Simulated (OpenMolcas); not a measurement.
A calculation on Rh+.

```
Program             : OpenMolcas 26.06
Method              : SS-CASPT2, IPEA 0.25 Eh, imaginary shift 0.1 Eh (closed shells correlated: 4s 4p)
Basis               : ANO-RCC-VTZP [7s6p4d2f1g]
Scalar Hamiltonian  : DKH2, point nucleus
Active space        : 8 electrons in 6 orbitals (4d 5s)
State averaging     : 2S+1 = 5 even, 15 roots (10 in the spin-orbit step); 2S+1 = 3 even, 55 roots; 2S+1 = 1 even, 43 roots
Spin-orbit coupling : RASSI with atomic mean-field integrals over the reference wave functions, term energies averaged over their components
```

Which level of the active space comes out lowest?

4d8 3F4, with 99 % of that term; it is also the measured ground level.

How high does 4d8 3P1 lie?

1.282 eV above the lowest level; measured 1.3037 eV above the ground level, so the calculation is off by -2 %.

How high does 4d7 5s 5F1 lie?

2.383 eV above the lowest level; measured 2.6260 eV above the ground level, so the calculation is off by -9 %.

How high does 4d8 3P0 lie?

1.319 eV above the lowest level; measured 1.3342 eV above the ground level, so the calculation is off by -1 %.

The level at 1.378 eV has J = 2. What is it made of, and what is its g factor?

55 % 4d8 1D2, 41 % 4d8 3P, 4 % 4d8 3F; g = 1.193, against 1.000 from Landé's formula for the pure leading term.

Measured values: NIST Handbook of Basic Atomic Spectroscopic Data.

CASPT2 does not keep the components of a term degenerate, so their means are used; among the terms shown or strongly mixed into the levels shown the widest spread is 340 cm-1 (4d7 5s 5F). Some high roots are left out of the spin-orbit mixing, which shifts the levels that they would mix with. A single d shell beside an s shell can misplace configurations of different d count against each other. Measured partners are found by configuration, term and J. A level has none where our copy of the source lacks it or the pairing is in doubt (some pairs that miss far off the trend of their configuration count as doubtful), and it then counts in no deviation. Only configurations of the active space appear.
